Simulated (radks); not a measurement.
The numbers below are computed, except where a source is named.
Species: Sm. Configuration: [Xe] 4f6 6s2.

Code: a radial shooting solver on a logarithmic mesh with Libxc functionals. Model: Dirac Kohn-Sham, PBE, spin-unpolarised, spherical densities, finite nucleus; open shells are shared between the two j in proportion to 2j + 1; Fermi nuclear charge, rms radius 5.0819 fm.

Energy parts (eV):
total: -283918.66
kinetic: 307810.65
electron-nucleus: -695645.63
Hartree: 110347.92
exchange-correlation: -6431.61

Orbitals (lengths in bohr, moments of r in powers of bohr; r(max) is where P^2 peaks; r(90%) holds 90 % of the orbital's charge):
orbital     occ.  eigenvalue (eV)   r(max)  r(90%)   <1/r>  small-component weight
1s1/2          2        -46626.20  0.01449  0.0411   68.81                5.31e-02
2s1/2          2        -7615.747  0.08231   0.150   16.35                1.17e-02
2p1/2          2        -7219.034  0.06237   0.133   16.33                1.17e-02
2p3/2          4        -6616.196  0.06800   0.142   14.56                1.09e-02
3s1/2          2        -1668.579   0.2339   0.374   5.945                3.66e-03
3p1/2          2        -1497.774   0.2209   0.367   5.859                3.60e-03
3p3/2          4        -1375.704   0.2329   0.385   5.412                3.38e-03
3d3/2          4        -1079.380   0.1857   0.357   5.286                3.26e-03
3d5/2          6        -1052.869   0.1891   0.362   5.174                3.19e-03
4s1/2          2        -331.5537   0.5398   0.832   2.476                1.15e-03
4p1/2          2        -266.0504   0.5456   0.863   2.370                1.08e-03
4p3/2          4        -239.2580   0.5712   0.905   2.220                9.99e-04
4d3/2          4        -131.4577   0.5828   1.000   1.999                8.39e-04
4d5/2          6        -126.6713   0.5912    1.02   1.962                8.18e-04
4f5/2    2.57143          -2.7743   0.6107    1.78   1.365                4.37e-04
4f7/2    3.42857          -2.2343   0.6159    1.83   1.345                4.27e-04
5s1/2          2         -43.1960    1.262    2.04  0.9428                2.40e-04
5p1/2          2         -25.7014    1.382    2.34  0.8254                1.87e-04
5p3/2          4         -22.1785    1.458    2.49  0.7712                1.67e-04
5d3/2          0          -1.7921    2.140    5.49  0.4161                4.95e-05
5d5/2          0          -1.6144    2.204    5.73  0.4004                4.58e-05
6s1/2          2          -3.5827    3.680    6.39  0.2900                2.43e-05
6p1/2          0          -1.3395    4.766    8.80  0.2136                1.26e-05
6p3/2          0          -1.1559    5.034    9.32  0.2013                1.13e-05

The highest occupied level is 4f7/2 at -2.234 eV. The electron density at the nucleus is 5.332e+05 e/bohr^3. For comparison, the ionisation energy in NIST's Atomic Spectra Database is 5.644 eV (measured). In exact Kohn-Sham theory the highest level is minus the ionisation energy, but local and semilocal functionals leave it too shallow, through self-interaction and a potential that decays too fast; potentials with the right tail come closer. Summed over all electrons, <r^2> = 84.52 bohr^2, which gives a Langevin (diamagnetic) susceptibility term of -66.9 x 10^-6 cm^3/mol. The density falls to 0.001 e/bohr^3 at r = 5.29 bohr.

Run on one thread of a shared host, so times are rough (Arm Neoverse N1): 0.24 s of CPU time, 0.24 s wall, 15 iterations on 2440 mesh points.

Beside tabulated values, note that spin-unpolarised runs miss the spin-polarisation part of the exchange energy of open shells.
